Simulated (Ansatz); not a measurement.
One change: `[CH3][Sc]([NH2])[F]` becomes `[CH3][Sc]([F])[F]`.

Ansatz, PBE0-D4/def2-TZVP geometries, multiplicity 1. Each molecule was computed in one conformer, which needn't be the lowest.

Scalar relativity is left out up to krypton.

```json
{"property": "HOMO–LUMO gap (PBE0/def2-TZVPP) / eV", "`[CH3][Sc]([NH2])[F]`": "5.28"}
{"property": "LUMO energy (ωB97M-V/def2-TZVPP) / eV", "`[CH3][Sc]([NH2])[F]`": "-0.22"}
{"property": "size of the dipole moment (PBE/def2-TZVPP) / D", "`[CH3][Sc]([NH2])[F]`": "2.01"}
{"property": "HOMO energy (PBE0/def2-TZVPP) / eV", "`[CH3][Sc]([NH2])[F]`": "-7.01"}
{"property": "HOMO energy (PBE/def2-TZVPP) / eV", "`[CH3][Sc]([NH2])[F]`": "-5.66"}
{"property": "HOMO–LUMO gap (B3LYP/def2-TZVPP) / eV", "`[CH3][Sc]([NH2])[F]`": "4.65"}
```

Task: What does the change do to each property? (Best estimate.)

Result: Computed: 
```json
{"property": "HOMO–LUMO gap (PBE0/def2-TZVPP) / eV", "`[CH3][Sc]([F])[F]`": "5.15", "shift": "-0.13"}
{"property": "LUMO energy (ωB97M-V/def2-TZVPP) / eV", "`[CH3][Sc]([F])[F]`": "-0.72", "shift": "-0.50"}
{"property": "size of the dipole moment (PBE/def2-TZVPP) / D", "`[CH3][Sc]([F])[F]`": "0.75", "shift": "-1.26"}
{"property": "HOMO energy (PBE0/def2-TZVPP) / eV", "`[CH3][Sc]([F])[F]`": "-7.45", "shift": "-0.44"}
{"property": "HOMO energy (PBE/def2-TZVPP) / eV", "`[CH3][Sc]([F])[F]`": "-6.09", "shift": "-0.43"}
{"property": "HOMO–LUMO gap (B3LYP/def2-TZVPP) / eV", "`[CH3][Sc]([F])[F]`": "4.49", "shift": "-0.16"}
```

With PBE0 the HOMO falls by 0.44 eV and the LUMO falls by 0.59 eV, so the gap narrows by about 0.15 eV. PBE moves the HOMO by -0.43 eV and ωB97M-V by -0.43 eV. Dipoles are sizes alone; their direction can turn.

B3LYP here is the variant with VWN-RPA as its local correlation; programs differ in this.
